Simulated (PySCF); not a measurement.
Strontium: a sound run and one with changed settings

Sound run: Sr [Kr] 5s2, Sr⁺ [Kr] 5s1. Calculation: PySCF 2.14, in x2c-SVPall (6s4p5d1f, 50 functions); scalar relativity by spin-free X2C-1e. The sound run starts from symmetry-adapted Hartree-Fock orbitals and uses a fine grid where one is needed.

A second run was set up differently.

```csv
species,method,sound run (hartree),changed run (hartree),converged
Sr,UHF,-3177.02417,-3177.02417,yes
Sr,M06-2X,-3179.13073,-3179.34921,yes
Sr,M06-L,-3178.81860,-3178.77145,yes
Sr⁺,UHF,-3176.84871,-3176.84871,yes
Sr⁺,M06-2X,-3178.91016,-3179.13558,yes
Sr⁺,M06-L,-3178.60537,-3178.57566,yes
```

Ionisation energy of Sr:

| method | sound run (eV) | changed run (eV) |
| --- | --- | --- |
| UHF | 4.774 | 4.774 |
| M06-2X | 6.002 | 5.813 |
| M06-L | 5.802 | 5.328 |

Q: What was changed?
A. too few SCF iterations
B. basis contracted for another Hamiltonian
C. minimal basis
D. radial grid too coarse

A: D. It used radial step 0.5 in ln r (0.13 in the sound run). A coarse radial grid mis-integrates the density and the exchange-correlation energy, with errors of either sign; Hartree-Fock needs no grid.
